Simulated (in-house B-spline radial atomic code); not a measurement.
Lu⁺. Computed with a B-spline radial atomic code. Model: all-electron spherical atom, spin shells full or empty, radial basis limit, no spin-orbit coupling, Breit or QED, empty-state partial waves extrapolated as (l+1/2)^-4, RPA, G0W0 and static COHSEX of the highest shell as one setting changes (uncorrelated shells keep exact exchange).

Without the two-electron picture change, core correlation of heavy ions comes too large.

Given: element Lu; charge 1; filled core Xe; hamiltonian one-electron scalar X2C; mean-field start PBE0; highest l of empty states 9; nuclear rms radius 5.37 fm; highest mean-field shell 6s.

Shell: 4f 7 7, 6s 1 1 (electrons up and down).

| lowest nl shells left uncorrelated | RPA correlation energy (hartree) | G0W0 level (eV) | G0W0 minus most complete (meV) | COHSEX level (eV) | removal by RPA minus most complete (meV) |
| --- | --- | --- | --- | --- | --- |
| 0 | -6.3782 | -14.218 | 0 | -15.972 | 0 |
| 1 | -6.1637 | -14.218 | 0 | -15.972 | 0 |
| 2 | -5.9569 | -14.218 | -0.4 | -15.973 | 0.4 |
| 3 | ? | ? | ? | ? | ? |
| 4 | -5.1654 | -14.22 | -2 | -15.977 | 2 |
| 5 | -4.5714 | -14.219 | -1.1 | -15.976 | 1.4 |
| 6 | -3.5995 | -14.213 | 4.7 | -15.966 | -1.6 |
| 7 | -3.4119 | -14.226 | -8.4 | -15.998 | 9.1 |
| 8 | -2.8459 | -14.228 | -10.2 | -16.01 | 7 |
| 9 | -1.864 | -14.21 | 8.3 | -15.982 | -9.3 |
| 10 | -1.6802 | -14.228 | -9.7 | -16.02 | -8.3 |
| 11 | ? | ? | ? | ? | ? |
| 12 | -0.057819 | -13.652 | 565.6 | -15.18 | -603.5 |

Task: What follows for lowest nl shells left uncorrelated = 11?

Result: RPA correlation energy -1.0825 hartree; G0W0 level -13.969 eV; G0W0 minus most complete 249.2 meV; COHSEX level -15.729 eV; removal by RPA minus most complete -247.7 meV.

Task: What follows for lowest nl shells left uncorrelated = 3?

Result: RPA correlation energy -5.3596 hartree; G0W0 level -14.218 eV; G0W0 minus most complete 0.1 meV; COHSEX level -15.972 eV; removal by RPA minus most complete 0.1 meV.
